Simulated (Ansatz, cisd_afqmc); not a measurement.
Species: Mn, charge 1, septet.

Total energies in cc-pwCVTZ-DK, 14 correlated electrons, 5 frozen orbitals. Open shells are spin-unrestricted; no spin-orbit coupling. The -DK rows use spin-free X2C, correlate 3s3p of the metal (1s2s2p frozen) and give its partners the cc-pVXZ-DK valence sets. AFQMC is phaseless with a CISD trial state; ± is one standard error, without the phaseless bias. Outlying blocks are dropped, and bars are widened where a walk drifts. Over all cases where full CI ran beside it in this data, AFQMC minus full CI had a median of +0.1 mEh and passed +0.4 mEh in a tenth of the cases. Open-shell metal atoms are single determinants, not pure terms.

```tsv
method	program	energy (Eh)	minus CCSDT(Q) (mEh)
HF	Ansatz	-1157.16597	508.36
MP2	Ansatz	-1157.66944	4.89
CCSD	Ansatz	-1157.66344	10.90
CCSD(T)	Ansatz	-1157.67438	-0.05
CCSDT(Q)	Ansatz	-1157.67433	0.00
AFQMC/CISD	cisd_afqmc	-1157.6740 ± 0.0003	0.4 ± 0.3
```

Ansatz is a quantum-chemistry and plane-wave program.
